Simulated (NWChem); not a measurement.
System: Si2NH6OF; SMILES N[Si@@](O)(F)[SiH3]

The following NWChem deck was run.

```
start job
memory heap 200 mb stack 900 mb global 1100 mb
geometry units angstroms noautoz
  N     -1.501852     1.010195    -0.537027
  Si     0.031676     0.434137    -0.032742
  O      1.129174     1.143638    -1.079415
  F      0.490731     0.890559     1.489634
  Si     0.025084    -1.909383    -0.011804
  H     -1.623465     1.978872    -0.842165
  H     -2.367057     0.604744    -0.177692
  H      2.024994     1.232541    -0.710155
  H     -1.124177    -2.417039     0.821287
  H     -0.125425    -2.455364    -1.405844
  H      1.302754    -2.444289     0.578061
end
basis spherical
  * library def2-svp
end
dft
  xc xpbe96 cpbe96
  grid xcoarse
  iterations 150
  mulliken
end
task dft gradient
```

Parts of the log:

```
             Northwest Computational Chemistry Package (NWChem) 7.3.0
             --------------------------------------------------------

 C1  symmetry detected

                             Geometry "geometry" -> ""
                             -------------------------

 Output coordinates in angstroms (scale by  1.889725989 to convert to a.u.)

  No.       Tag          Charge          X              Y              Z
 ---- ---------------- ---------- -------------- -------------- --------------
    1 N                    7.0000    -1.51848333    -0.97199333    -0.61792369
    2 Si                  14.0000    -0.00736340    -0.43250769    -0.01515831
    3 O                    8.0000     0.18377678    -1.22074485     1.44961658
    4 F                    9.0000     1.30598223    -0.84627684    -0.93200048
    5 Si                  14.0000     0.00948146     1.90880392     0.08752597
    6 H                    1.0000    -1.80869839    -1.94668419    -0.50843848
    7 H                    1.0000    -1.96298276    -0.52216696    -1.41927775
    8 H                    1.0000     1.11192500    -1.32755051     1.72143196
    9 H                    1.0000    -0.35709052     2.48912620    -1.25463911
   10 H                    1.0000    -0.98300746     2.40584349     1.10340644
   11 H                    1.0000     1.37553023     2.41968842     0.46090723

 Effective nuclear repulsion energy (a.u.)     309.6367913795

  pbe96 is a nonlocal functional; adding pw91lda local functional.

                                 NWChem DFT Module
                                 -----------------

 Summary of "ao basis" -> "ao basis" (spherical)
 ------------------------------------------------------------------------------
       Tag                 Description            Shells   Functions and Types
 ---------------- ------------------------------  ------  ---------------------
 N                          def2-svp                 6       14   3s2p1d
 Si                         def2-svp                 8       18   4s3p1d
 O                          def2-svp                 6       14   3s2p1d
 F                          def2-svp                 6       14   3s2p1d
 H                          def2-svp                 3        5   2s1p

            General Information
            -------------------
          SCF calculation type: DFT
          Wavefunction type:  closed shell.
          No. of atoms     :    11
          No. of electrons :    58
           Alpha electrons :    29
            Beta electrons :    29
          Charge           :     0
          Spin multiplicity:     1
          Use of symmetry is: off; symmetry adaption is: off
          Maximum number of iterations: 150
          AO basis - number of functions:   108
                     number of shells:    52
          Convergence on energy requested:  1.00D-06
          Convergence on density requested:  1.00D-05
          Convergence on gradient requested:  5.00D-04

              XC Information
              --------------
          PerdewBurkeErnzerhof Exchange Functional  1.000
            Perdew 1991 LDA Correlation Functional  1.000 local
           PerdewBurkeErnz. Correlation Functional  1.000 non-local

             Grid Information
             ----------------
          Grid used for XC integration:  xcoarse
          Radial quadrature: Mura-Knowles
          Angular quadrature: Lebedev.
          Tag              B.-S. Rad. Rad. Pts. Rad. Cut. Ang. Pts.
          ---              ---------- --------- --------- ---------
          N                   0.65       21          11.0       194
          Si                  1.10       42          10.0       194
          O                   0.60       21          11.0       194
          F                   0.50       21          11.0       194
          H                   0.35       21          12.0       194
          Grid pruning is: on
          Number of quadrature shells:   273
          Spatial weights used:  Erf1

      Superposition of Atomic Density Guess
      -------------------------------------

 Sum of atomic energies:        -808.70060955

      Non-variational initial energy
      ------------------------------

 Total energy =    -810.235645
 1-e energy   =   -1736.284930
 2-e energy   =     616.412493
 HOMO         =      -0.334534
 LUMO         =       0.051274

     ---------------------------------------------
      Total Density - Mulliken Population Analysis
     ---------------------------------------------

[...]

                         DFT ENERGY GRADIENTS

    atom               coordinates                        gradient
                 x          y          z           x          y          z
   1 N      -2.869517  -1.836801  -1.167706    0.000984   0.000909   0.000872
   2 Si     -0.013915  -0.817321  -0.028645    0.001009  -0.000242   0.000462
   3 O       0.347288  -2.306873   2.739378   -0.005868   0.001245  -0.002861
   4 F       2.467949  -1.599231  -1.761226   -0.000741   0.000364   0.000511
   5 Si      0.017917   3.607116   0.165400   -0.000115  -0.001167   0.000116
   6 H      -3.417944  -3.678700  -0.960809   -0.000417  -0.001437   0.000272
   7 H      -3.709500  -0.986752  -2.682046   -0.000427   0.000808  -0.001071
   8 H       2.101234  -2.508707   3.253035    0.005629  -0.000449   0.001788
   9 H      -0.674803   4.703766  -2.370924   -0.000147  -0.000148  -0.000256
  10 H      -1.857615   4.546385   2.085136   -0.000055   0.000053   0.000151
  11 H       2.599375   4.572548   0.870988    0.000147   0.000065   0.000015
```

Level: PBE/def2-SVP. All runs use the structure optimised with PBE-D3(BJ)/def2-SVP.
